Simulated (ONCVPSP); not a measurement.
# Pt (Z = 78), ONCV: configuration errors across variants

* Element: Pt
* Generator: ONCVPSP 4.0.1
* Type: optimised norm-conserving Vanderbilt (ONCV)
* Functional: PBE
* Relativity: scalar-relativistic
* Frozen core: [Kr] 4d10
* Valence charge: 32
* Reference configuration: 4f13.5 5s2 5p6 5d9.5 6s1
* Partial waves: 5s+6s: rc 1.65 bohr, ncon 4, nbas 9, qcut 8.4 1/bohr, 3 projectors, debl 0.5 Ha; 5p: rc 1.10 bohr, ncon 5, nbas 8, qcut 8.1 1/bohr, 3 projectors, debl 2.2 Ha; 5d: rc 2.05 bohr, ncon 4, nbas 9, qcut 8 1/bohr, 2 projectors, debl 2.9 Ha; 4f: rc 0.60 bohr, ncon 3, nbas 8, qcut 27.6 1/bohr, 1 projector
* Local potential: polynomial inside 0.35 bohr (lpopt 5, dvloc0 1 Ha)
* Core correction: Teter function, fcfact 1.75, rcfact 1.5

All-electron excitation energies from the reference (eV): (1) 4f14 5s2 5p6 5d9 6s1 -33.221; (2) 4f14 5s2 5p6 5d9 6s0 -24.027; (3) 4f14 5s2 5p6 5d8 6s0 -4.061; (4) 4f13 5s2 5p6 5d10 6s1 35.700.

1 further variants failed, have other tests or too few solved ones, and are left out.

A true bound ghost makes a file unfit for plane-wave use even where its test errors are small: the radial tests pick states by their node count and pass the ghost by.

Errors AE − PS in meV (a dash: test not solved or not reliable):

```csv
change,(1),(2),(3),(4),bound ghosts,GHOST(+) flags above zero
base,-191,-138,-164,-120,"s, p, d",p
"core correction Teter function, fcfact 4.8, rcfact 1.5",-200,-146,-172,-130,"s, p, d",p
d: nproj 1,-185,-132,-162,-112,"s, p, d",p
"core correction Teter function, fcfact 3.5, rcfact 1.7",-200,-145,-172,-130,"s, p, d",p
p: qcut 8.5,-192,-139,-164,-121,"s, p, d",p
"all radii but the core radius scaled by about 1.20 (s 1.98, p 1.32, d 2.46, f 0.72 bohr); local potential polynomial inside 0.42 bohr (lpopt 5, dvloc0 1 Ha)",-201,-126,-161,-152,"s, p, d",s
```

(1) Give the same row for: s: nbas 7.

## Answers

(1) -202, -149, -175, -143; bound ghosts: s, p, d; GHOST(+) flags above zero: p.
